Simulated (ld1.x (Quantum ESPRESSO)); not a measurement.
## Transferability test, TM potential for iron

iron (Fe), norm-conserving Troullier–Martins (Kleinman–Bylander form), made with ld1.x (Quantum ESPRESSO) 7.5 (PBE, scalar-relativistic). Core [Ar], reference 3d6 4s2 4p0. Waves: 4p (bound, empty): rc 3.05 bohr; 3d (bound): rc 1.50 bohr; 4s (bound): rc 2.40 bohr. Local part: the s channel. Core correction: none.

Energies are relative to the spin-unpolarised reference configuration 3d6 4s2 4p0; without spin polarisation the order of configurations can differ from experiment.

```csv
valence configuration,charge,ΔE all-electron (eV),error AE − PS (meV)
3d6 4s1 4p0,+1,8.729,+6.5
3d5 4s0 4p0,+3,59.155,-117
3d6 4s0 4p1,+1,13.783,+27
3d7 4s0 4p0,+1,6.636,-285
3d7 4s1 4p0,0,-0.791,-207
```

Q: What are ΔE and the potential's error for 3d5 4s2 4p0?

A: ΔE = 14.207 eV all-electron; the error (AE − PS) is -285 meV.

Q: What are ΔE and the potential's error for 3d6 4s0 4p0?

A: ΔE = 24.932 eV all-electron; the error (AE − PS) is +84 meV.
